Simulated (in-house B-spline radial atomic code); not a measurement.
# BHandHLYP excitations of Li II (Li+)

Method: BHandHLYP. Computed with an all-electron radial atomic-structure program (B-spline basis): linear response of the closed shell 1s2 with the functional's adiabatic kernel; non-relativistic, point nucleus, no spin-orbit coupling, no double excitations, S, P, D and F terms only.

Command:
```bash
python run_td.py task.json out
```
Settings (radii: box in bohr, nucleus in fm):
```
Z                        3
electrons                2
configuration            1s2
hamiltonian              nr
method                   bhandhlyp
box_radius               41.61
intervals                48
```

Cost of the run: 0.1 s on 1 thread of Arm Neoverse N1, on a shared host.

The lowest states, in the order of their Tamm-Dancoff energies; the method's threshold (minus the highest occupied level) is 68.83 eV. Labels give the largest channel, * marks a mixed state, and oscillator strengths are full-response dipole values. Measured ¹D terms are left out, since they can mix with doubly excited terms. Semilocal kernels can invert the small singlet-triplet splittings of Rydberg terms. Energies in eV:

```tsv
state	full response	Tamm-Dancoff	oscillator strength	measured (J-weighted term)
1s → 2s 3S	56.04	56.09	-	59.021
1s → 2s 1S	?	?	-	-
1s → 2p 3P	58.40	58.42	-	61.281
1s → 2p 1P	59.55	59.56	0.363	62.216
1s → 3s 3S	64.26	64.27	-	68.781
1s → 3s 1S	64.72	64.73	-	69.279
1s → 3p 3P	64.84	64.84	-	69.369
1s → 3p 1P	65.11	65.11	0.0765	69.648
1s → 3d 1D	65.23	65.23	-	-
1s → 3d 3D	65.24	65.24	-	-
1s → 4s 3S	66.46	66.46	-	-
1s → 4s 1S	?	?	-	-
1s → 4p 3P	66.68	66.68	-	-
```

Problem. Where does 1s → 2s 1S lie?

Solution. At 58.21 eV in full response, 58.27 eV in Tamm-Dancoff.

Problem. Where does 1s → 4s 1S lie?

Solution. At 66.63 eV in full response, 66.63 eV in Tamm-Dancoff.

Problem. How large is the singlet-triplet splitting of 1s → 2s (S terms) in Tamm-Dancoff?

Solution. 2.18 eV, from the unrounded values.

Problem. What polarisabilities and dispersion coefficient does the method give?

Solution. Dipole 0.1973 bohr³, quadrupole 0.1234 bohr⁵, C6 0.08074 hartree·bohr⁶ for two such species.
